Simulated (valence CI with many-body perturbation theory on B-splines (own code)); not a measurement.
E1 line list for Ce²⁶⁺

Calculated by configuration interaction combined with many-body perturbation theory (CI+MBPT): four valence electrons over a frozen Dirac-Fock core [Ar] 3d10, radial functions for each j: 11 s, 11 p, 10 d, 8 f, 5 g, 2 h, with the one-electron correlation potential Σ1, the two-electron term Σ2, the three-electron term Σ3, Breit, model QED; selected CI, second order for the rest, scaled by the run's own slope (own B-spline code, finite nucleus).

No measured spectrum was set against this ion. As an estimate, large intervals hold to a few tenths of a per cent, small ones and those within an open d or f shell to about a per cent. Among the levels kept, up to 510 cm⁻¹ of a level comes from second order outside the variational space, and about a tenth of that is noise between levels of different J, which matters for small intervals.

Lines 201 to 250 of 549 in falling wavelength, among levels below 325.14 eV, chosen from the strongest by gf and those to the six lowest levels. Wavelengths and rates use the calculated energies. Electric multipoles are in the length gauge with retardation, E1 and E2 with the static RPA response of the core. Weak lines are less certain than strong ones. Lines between different terms over intervals too small for the method are left out, as are lines whose strength nearly cancels. Where a level lies close to another of its J and parity, the split of strength between their lines is uncertain. The highest levels of a list are the least certain.

Levels are named by their leading jj configuration (3d3/2^4 stands for four electrons in 3d with j = 3/2), which in mixed levels can hold well under half, so a name can repeat and another be missing. Letters in brackets count levels of one name in rising energy.

```csv
λ vac (Å),Upper,Lower,A (s⁻¹),log gf,Branch %
115.7,(4s^2 4p3/2 4f5/2) J=3,(4s^2 4p3/2 4d5/2) J=3,4.08e+10,-0.24,7.8
115.6,(4s^2 4p1/2 4d5/2) J=3,(4s^2 4p1/2 4p3/2) J=2,7.44e+10,0.02,98.9
115.4,(4s 4p1/2 4p3/2 4f7/2) J=4 [b],(4s 4p1/2 4p3/2 4d5/2) J=4 [b],1.09e+10,-0.71,5.2
115.3,(4s 4p1/2 4d3/2 4d5/2) J=4 [a],(4s 4p1/2 4p3/2 4d3/2) J=3 [a],3.15e+10,-0.25,29.9
115.2,(4s 4p1/2 4d3/2 4d5/2) J=3 [b],(4s 4p1/2 4p3/2 4d3/2) J=3 [a],1.79e+10,-0.60,11.8
115.1,(4s 4p1/2 4d3/2 4d5/2) J=2 [c],(4s 4p1/2 4p3/2 4d3/2) J=1 [c],2.93e+10,-0.54,7.6
115.1,(4s^2 4p3/2 4d3/2) J=1,(4s^2 4p3/2^2) J=2,1.10e+11,-0.18,31.2
115.0,(4s 4p3/2^2 4d5/2) J=1 [a],(4s^2 4p1/2 4d5/2) J=2 [b],8.04e+10,-0.32,31.1
114.9,(4s 4p1/2 4p3/2 4d3/2) J=1 [f],(4s 4p1/2 4p3/2^2) J=1 [b],7.09e+10,-0.38,16.4
114.9,(4s 4p1/2 4d5/2^2) J=4,(4s 4p1/2 4p3/2 4d5/2) J=5,1.56e+10,-0.56,9.6
114.8,(4p1/2 4p3/2^2 4d3/2) J=3 [b],(4s 4p1/2 4p3/2 4d3/2) J=2 [a],1.53e+10,-0.67,5.1
114.5,(4s 4p1/2 4d3/2 4d5/2) J=2 [c],(4s 4p1/2 4p3/2 4d3/2) J=2 [b],2.26e+10,-0.65,5.9
114.2,(4s 4p1/2 4d3/2 4d5/2) J=5,(4s 4p1/2 4p3/2 4d3/2) J=4,2.88e+10,-0.21,31.0
114.1,(4s^2 4p1/2 4d5/2) J=2 [a],(4s^2 4p1/2 4p3/2) J=2,1.34e+10,-0.88,10.4
114.1,(4s 4p1/2 4p3/2 4f5/2) J=3 [a],(4s 4p1/2 4p3/2 4d3/2) J=2 [b],1.76e+10,-0.62,5.1
114.1,(4p1/2 4p3/2^2 4d5/2) J=2 [b],(4p1/2 4p3/2^3) J=2,2.37e+10,-0.64,12.6
114.0,(4s^2 4p3/2 4f7/2) J=4,(4s^2 4p3/2 4d5/2) J=3,4.35e+10,-0.12,7.8
113.9,(4s 4p1/2 4d3/2 4d5/2) J=2 [b],(4s 4p1/2 4p3/2 4d5/2) J=2 [a],6.00e+10,-0.23,25.5
113.9,(4s 4p1/2 4p3/2 4d5/2) J=2 [e],(4s 4p1/2 4p3/2^2) J=1 [b],8.55e+10,-0.08,21.6
113.9,(4p1/2^2 4p3/2 4d5/2) J=3,(4p1/2^2 4p3/2^2) J=2,5.72e+10,-0.11,44.5
113.7,(4s 4p1/2 4d5/2^2) J=3,(4s 4p1/2 4p3/2 4d5/2) J=3 [b],2.94e+10,-0.40,18.1
113.6,(4s^2 4p1/2 4d3/2) J=1,(4s^2 4p1/2 4p3/2) J=2,9.91e+09,-1.24,2.2
113.5,(4s^2 4d3/2^2) J=0,(4s^2 4p3/2 4d3/2) J=1,2.19e+11,-0.37,32.0
113.5,(4s 4p1/2 4d5/2^2) J=2,(4s 4p1/2 4p3/2 4d5/2) J=2 [b],8.07e+10,-0.11,34.2
113.4,(4s 4p1/2 4d5/2^2) J=2,(4s 4p1/2 4p3/2 4d5/2) J=3 [b],3.01e+10,-0.54,12.8
113.4,(4s^2 4d3/2 4d5/2) J=3,(4s^2 4p3/2 4d3/2) J=2,3.28e+10,-0.35,7.2
113.2,(4s 4p1/2 4d3/2 4d5/2) J=1 [a],(4s 4p1/2 4p3/2 4d3/2) J=1 [b],3.58e+10,-0.69,14.6
113.2,(4s^2 4d5/2^2) J=4,(4s^2 4p3/2 4d3/2) J=3,2.66e+10,-0.34,7.7
112.8,(4s 4p3/2^2 4d5/2) J=1 [a],(4s^2 4p1/2 4d5/2) J=2 [a],1.04e+11,-0.22,40.2
112.7,(4s 4p3/2^2 4d5/2) J=2 [a],(4s^2 4p1/2 4d5/2) J=2 [b],7.59e+10,-0.14,20.8
112.7,(4p1/2 4p3/2^2 4d5/2) J=3 [b],(4p1/2 4p3/2^3) J=2,4.20e+10,-0.25,19.4
112.6,(4s^2 4p3/2 4f7/2) J=3,(4s^2 4p3/2 4d5/2) J=3,8.01e+10,0.03,15.8
112.5,(4s 4p1/2 4p3/2 4d5/2) J=1 [a],(4s 4p1/2 4p3/2^2) J=0,8.49e+10,-0.32,53.1
112.3,(4s 4p1/2 4d3/2 4d5/2) J=3 [b],(4s 4p1/2^2 4d5/2) J=2,6.44e+10,-0.07,42.4
112.0,(4s^2 4p1/2 4d5/2) J=2 [b],(4s^2 4p1/2 4p3/2) J=2,7.07e+10,-0.18,42.3
112.0,(4s^2 4d3/2 4d5/2) J=2,(4s^2 4p3/2 4d3/2) J=3,6.68e+10,-0.20,11.2
112.0,(4p1/2 4p3/2^2 4d5/2) J=1 [b],(4s 4p1/2 4p3/2 4d3/2) J=2 [a],6.81e+10,-0.42,26.2
111.9,(4s 4p1/2 4p3/2 4d5/2) J=4 [b],(4s 4p1/2 4p3/2^2) J=3,8.46e+10,0.16,90.3
111.9,(4s^2 4p1/2 4f7/2) J=4,(4s^2 4p1/2 4d5/2) J=3,2.78e+10,-0.33,43.8
111.8,(4s 4p1/2 4p3/2 4d5/2) J=2 [c],(4s 4p1/2 4p3/2^2) J=1 [a],1.21e+11,0.05,46.8
111.8,(4s^2 4p1/2 4f7/2) J=3,(4s^2 4p1/2 4d5/2) J=2 [b],2.89e+10,-0.42,10.7
111.8,(4s^2 4d3/2 4d5/2) J=3,(4s^2 4p3/2 4d5/2) J=4,1.95e+10,-0.59,4.3
111.7,(4s^2 4p3/2 4d5/2) J=2,(4s^2 4p3/2^2) J=2,2.49e+11,0.37,87.1
111.7,(4s 4p3/2^2 4d3/2) J=2 [b],(4s^2 4p1/2 4d5/2) J=2 [a],2.08e+10,-0.71,6.5
111.6,(4p1/2 4p3/2^2 4d5/2) J=3 [c],(4s 4p1/2 4p3/2 4d3/2) J=3 [a],1.58e+10,-0.69,9.2
111.5,(4p1/2 4p3/2^2 4d5/2) J=2 [b],(4s 4p1/2 4p3/2 4d3/2) J=2 [a],4.30e+10,-0.40,22.9
111.5,(4s 4p1/2 4p3/2 4d5/2) J=2 [b],(4s 4p1/2 4p3/2^2) J=2 [a],5.55e+10,-0.29,28.7
111.4,(4s 4p1/2 4d3/2 4d5/2) J=3 [d],(4s 4p1/2 4p3/2 4d5/2) J=2 [a],2.36e+10,-0.51,11.4
111.4,(4s^2 4d3/2 4d5/2) J=1,(4s^2 4p3/2 4d3/2) J=1,1.14e+11,-0.20,19.1
111.2,(4s^2 4p1/2 4d5/2) J=2 [a],(4s^2 4p1/2 4p3/2) J=1,1.06e+11,-0.01,81.8
```
